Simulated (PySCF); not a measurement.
## TDDFT excited states: C5H13NSi

Species: C5H13NSi.
Numbering: `[H]/[N:7]=[CH:6]/[SiH2:5][C:2]([CH3:1])([CH3:3])[CH3:4]` (hydrogens: H8, H9, H10 on C1; H11, H12, H13 on C3; H14, H15, H16 on C4; H17, H18 on Si5; H19 on C6; H20 on N7)

The calculation used TDDFT CAM-B3LYP/def2-SVPD, vertical, gas phase, core orbitals frozen in the response (PySCF 2.14.0, density-fitted response routines). Geometry: PBE0-D3(BJ)/def2-SVP, one conformer, isolated molecule. Torsions of this conformer, `[H]/[N:7]=[CH:6]/[SiH2:5][C:2]([CH3:1])([CH3:3])[CH3:4]`: C1–C2–Si5–C6 59°, C2–Si5–C6–N7 4°.

Task: Predict the UV-vis stick spectrum at this level.

Result: 

| state | E (eV) | E (kJ/mol) | λ (nm) | f | main configurations (H = HOMO, L = LUMO) |
| --- | --- | --- | --- | --- | --- |
| S1 | 4.48 | 432 | 276.9 | 0.0022 | H→L (88%), H-1→L (9%) |
| S2 | 6.57 | 634 | 188.8 | 0.0039 | H-1→L (87%), H→L (10%) |
| S3 | 6.71 | 648 | 184.6 | 0.0047 | H→L+1 (68%), H→L+3 (13%) |
| S4 | 7.45 | 718 | 166.5 | 0.031 | H→L+2 (63%), H→L+3 (14%) |
| S5 | 7.55 | 729 | 164.1 | 0.0004 | H-6→L (81%) |
| S6 | 7.66 | 739 | 161.8 | 0.0012 | H-1→L+1 (27%), H→L+3 (20%), H→L+4 (16%) |
| S7 | 7.71 | 744 | 160.8 | 0.190 | H-2→L (74%), H→L+3 (14%) |
| S8 | 7.96 | 768 | 155.8 | 0.046 | H→L+4 (33%), H-1→L+2 (30%), H→L+6 (10%) |
| S9 | 8.10 | 782 | 153.1 | 0.055 | H-1→L+1 (37%), H→L+3 (15%), H-1→L+4 (14%) |
| S10 | 8.34 | 805 | 148.7 | 0.179 | H-1→L+2 (23%), H-3→L (14%), H-1→L+3 (11%) |

Triplets, Tamm–Dancoff:

```json
{"state": "T1", "E (eV)": "3.66", "λ (nm)": "338.5", "main configurations (H = HOMO, L = LUMO)": "H→L (83%), H-1→L (12%)"}
{"state": "T2", "E (eV)": "4.86", "λ (nm)": "254.9", "main configurations (H = HOMO, L = LUMO)": "H-2→L (51%), H-5→L (26%)"}
{"state": "T3", "E (eV)": "6.40", "λ (nm)": "193.8", "main configurations (H = HOMO, L = LUMO)": "H→L+1 (56%), H→L+3 (15%), H→L+2 (8%)"}
{"state": "T4", "E (eV)": "6.43", "λ (nm)": "192.9", "main configurations (H = HOMO, L = LUMO)": "H-1→L (71%), H→L (13%)"}
```

The lowest singlet comes at 277 nm (432 kJ/mol) in the ultraviolet; it is very weak; its leading configuration is HOMO→LUMO (88%). The strongest level in the table is S7 at 7.71 eV (161 nm, f = 0.190). Löwdin shares by element: HOMO nitrogen 36%, carbon 26% or more, silicon 10% (atoms not listed hold the other 27%); LUMO carbon 36% or more, nitrogen 36%, silicon 11%, hydrogen 6% or more. Orbital energies (eV): HOMO-3 -10.72, HOMO-2 -10.40, HOMO-1 -9.35, HOMO -8.61, LUMO 0.25, LUMO+1 1.24, LUMO+2 1.58. Weighted by f, the mean energy of these states is 7.95 eV. The listed states span 3.86 eV, and the widest gap between neighbours is 2.09 eV (S1 to S2). No computed singlet lies in the visible range (380 to 750 nm); the lowest, at 277 nm, stands 1.22 eV above its violet end (3.26 eV). All these states lie below the vertical ionisation energy of 9.35 eV (ΔSCF). Only the lowest 10 singlets were computed, as vertical energies without vibronic structure.

Time: 3.7 min wall; peak memory 1.4 GiB. Hardware: an Arm Neoverse V1 with one thread, shared host.
